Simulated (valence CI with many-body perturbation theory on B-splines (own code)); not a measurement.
**Hf XXIV in brief**

Method: relativistic CI+MBPT: three valence electrons over a frozen Dirac-Fock core [Kr] 4d10, a basis of 7 s, 7 p, 7 d, 7 f, 4 g, 2 h functions for each j, with the one-electron correlation potential Σ1 (screened to all orders), the two-electron term Σ2, the three-electron term Σ3, Breit, model QED; selected single and double excitations, second order for the rest, scaled by the run's own slope (own B-spline code, finite nucleus).

No measured spectrum was set against this ion. As an estimate, terms of the open shell hold to a few per cent of their energy, and close levels can change places. Excitations out of the core, of the other parity, are not computed and may begin above about 152 eV (a cautious bound); beyond it only levels of the ground parity were kept, without lifetimes.

Names give the largest LS component (configuration and term), which can be under half, so a name can repeat, a term be missing and a line seem to break the LS rules; names also repeat where a configuration has a term twice.

Rates and lifetimes use the calculated energies. Strong lines usually hold to 10 to 20 %, long lifetimes can be off by a factor of two.

Question: What is the ground level?

Answer: 4f3 4I°_9/2, composition 85 % 4f3 4I° + 14 % 4f3 2H°, g = 0.754.

Question: What is the ionisation energy?

Answer: 675.59 eV; NIST lists 690 ± 30 eV (theoretical).

Question: Where does the other parity begin?

Answer: At 4f2.5s 4H_7/2, 700320 cm⁻¹.

Question: How is the term 4I° of the ground level split?

Answer: J = 9/2 at 0, J = 11/2 at 15938, J = 13/2 at 29953, J = 15/2 at 42376 cm⁻¹.

Question: Name the longest-lived excited levels whose lifetime is computed, and their main decay.

Answer: 4f3 4G°_5/2 at 51152 cm⁻¹ lives 54.1 ms, mostly by M1 to 4f3 4F°_3/2; 4f3 4F°_7/2 at 48304 cm⁻¹ lives 35.7 ms, mostly by M1 to 4f3 4I°_9/2; 4f3 4F°_5/2 at 43280 cm⁻¹ lives 27.7 ms, mostly by M1 to 4f3 4F°_3/2. The lifetime of 4f3 4F°_3/2 is too uncertain to give, and may be longer.

Question: How well does LS coupling describe the low levels?

Answer: Among the lowest 20 levels the leading LS term, summed over configurations, holds 70 % on average. For single configurations the figures are 70 % in LS and 72 % in jj coupling. Terms mix most in the J = 3/2 level at 69983 cm⁻¹, where the leading one holds 33 %.
